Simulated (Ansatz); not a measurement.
Li₁₂F₁₂ (started as a model of: 2x3x4 LiF rock-salt block). Total charge 0; singlet. Geometry r2SCAN-D4/def2-SVP.

```xyz
24

Li   -2.394   -1.997   -0.845
F    -0.578   -1.972   -0.635
Li    1.222   -1.662   -0.343
F     3.053   -1.371   -0.054
F    -2.782   -1.653    0.854
Li   -0.943   -1.455    1.167
F     0.869   -1.279    1.494
Li    2.653   -0.896    1.610
Li   -2.974    0.066    1.257
F    -1.230    0.348    1.728
Li    0.597    0.562    1.922
F     2.446    0.786    2.144
F    -2.446   -0.786   -2.144
Li   -0.597   -0.562   -1.922
F     1.230   -0.347   -1.728
Li    2.974   -0.066   -1.257
Li   -2.653    0.896   -1.610
F    -0.869    1.279   -1.494
Li    0.943    1.455   -1.167
F     2.782    1.653   -0.854
F    -3.053    1.371    0.054
Li   -1.222    1.662    0.343
F     0.578    1.972    0.635
Li    2.394    1.997    0.845
```

B3LYP takes the VWN-RPA correlation.

Estimate the orbital energies around the gap (eV) in Ansatz with HF/6-31G, PBE-D4/def2-SVP, PBE-D4/def2-TZVP, B3LYP-D4/6-31G, PBE0-D4/def2-SVP.


```tsv
orbital	HF/6-31G	PBE-D4/def2-SVP	PBE-D4/def2-TZVP	B3LYP-D4/6-31G	PBE0-D4/def2-SVP
HOMO−13	-15.38	-7.87	-8.05	-9.75	-9.90
HOMO−12	-15.24	-7.81	-7.99	-9.66	-9.82
HOMO−11	-15.24	-7.81	-7.99	-9.66	-9.82
HOMO−10	-15.20	-7.75	-7.92	-9.61	-9.77
HOMO−9	-15.19	-7.75	-7.92	-9.61	-9.77
HOMO−8	-15.19	-7.73	-7.91	-9.60	-9.76
HOMO−7	-15.13	-7.66	-7.87	-9.50	-9.68
HOMO−6	-15.13	-7.66	-7.87	-9.50	-9.68
HOMO−5	-15.05	-7.57	-7.77	-9.43	-9.59
HOMO−4	-15.05	-7.56	-7.77	-9.41	-9.59
HOMO−3	-15.04	-7.52	-7.73	-9.36	-9.56
HOMO−2	-15.04	-7.52	-7.73	-9.36	-9.56
HOMO−1	-14.85	-7.39	-7.58	-9.23	-9.41
HOMO	-14.85	-7.39	-7.58	-9.23	-9.41
LUMO	1.25	-0.73	-0.74	-0.47	-0.19
LUMO+1	1.42	-0.43	-0.40	-0.15	0.09
LUMO+2	1.47	-0.31	-0.23	-0.02	0.17
LUMO+3	1.47	-0.31	-0.23	-0.02	0.17
LUMO+4	1.71	0.06	0.19	0.39	0.51
LUMO+5	1.71	0.06	0.19	0.39	0.51
```
